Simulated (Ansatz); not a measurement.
Correlation energies of C$_{2}$H$_{6}$ClNSi, SMILES `N=CC([SiH3])Cl` by basis set

```xyz
11

N    -1.974   -0.090   -1.132
C    -0.980   -0.698   -0.647
C     0.414   -0.171   -0.526
Si    0.738    0.544    1.207
Cl    1.611   -1.476   -0.796
H    -1.710    0.827   -1.499
H    -1.136   -1.696   -0.229
H     0.599    0.595   -1.282
H    -0.182    1.692    1.416
H     0.471   -0.517    2.208
H     2.149    0.992    1.279
```

Charge 0, multiplicity 1. Geometry: relaxed with PBE0-D4/def2-TZVP. It is one conformer, not always the lowest. Frozen core, restricted reference, the Gaussian-basis code of Ansatz. CBS rows extrapolate triple and quadruple zeta; past MP2 they add the triple-zeta difference.

```tsv
basis	HF (Eh)	MP2 corr.	CCSD corr.	(T)	CCSD(T) total
def2-SVP	-881.74152	-0.66994	-0.72799	-0.02327	-882.49278
def2-TZVPP	?	?	-0.90129	-0.04002	?
def2-QZVPP	-882.18556	-0.91191	–	–	–
CBS(def2)	-882.18939	?	?	as TZ	?
```

(1) Fill in the withheld values. (An estimate is asked.)

## Answers

(1) Computed: def2-TZVPP HF (Eh): -882.15772; def2-TZVPP MP2 corr.: -0.84793; def2-TZVPP CCSD(T) total: -883.09903; CBS(def2) MP2 corr.: -0.95930; CBS(def2) CCSD corr.: -1.01265; CBS(def2) CCSD(T) total: -883.24206.
